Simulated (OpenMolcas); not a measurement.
Rh3+ (d6) in a complex was computed by SS-CASPT2, IPEA 0.25 Eh, imaginary shift 0.1 Eh with the d shell active (OpenMolcas, ANO-RCC-VDZP on the metal). Its lowest spin-free states, and all those of the highest spin:

| 2S+1 | Degeneracy | E (cm-1) |
| --- | --- | --- |
| 3 | 1 | 0 |
| 1 | 2 | 2850 |
| 1 | 1 | 3420 |
| 3 | 1 | 5340 |
| 3 | 1 | 5370 |
| 3 | 2 | 7450 |
| 1 | 2 | 9560 |
| 1 | 1 | 12600 |
| 1 | 1 | 12810 |
| 5 | 2 | 14280 |
| 3 | 2 | 18730 |
| 3 | 2 | 18770 |
| 5 | 2 | 20220 |
| 5 | 1 | 37280 |

Question: Is the site octahedral, tetrahedral or cube-like, axial, or of lower symmetry?

Answer: The states with 2S+1 = 5 have orbital degeneracies 2, 2, 1. There are pairs but no triples, so the site is axial: not cubic, but with a proper or improper axis of order three or more. The run had Rh3+ with 5 ligands (chloride) in trigonal bipyramidal coordination (D3h) at 2.36 Å, the axial distance 2.313 Å. A charge of +0.4 e stands 2.8 Å behind each ligand. Ligand basis ANO-RCC-VDZP.

Roots that are degenerate in the reference are averaged as groups; the widest CASPT2 spread within a group is 380 cm-1 (the 2-fold group of multiplicity 1 near 52700 cm-1 above the lowest state of its run). Shifts and gaps below about the spread of the groups concerned are not significant. Over all roots computed the reference weight is 0.63 to 0.68; the roots of lowest weight are the least certain, and an intruder state may touch them. This shell can be high or low spin here, a state of another spin lies low, and with metal d orbitals alone active their balance is uncertain, so the ground spin may be wrong, although the usual error favours high spin. The least metal-like active orbital is 66 % on the metal (Löwdin) and no ligand orbital is active, so the numbers are rough, and ground spin, moment and any spin crossover can be artefacts of this space; highly charged d ions in such sites are as a rule low spin. Ligand-to-metal charge-transfer states are missing. With no ligand orbital active B as a rule stays too high, so bands that hang on it stand too high and its fall with covalency is understated. No measured value stands beside these numbers; the geometry was imposed, not optimised, and the real ion may take another.
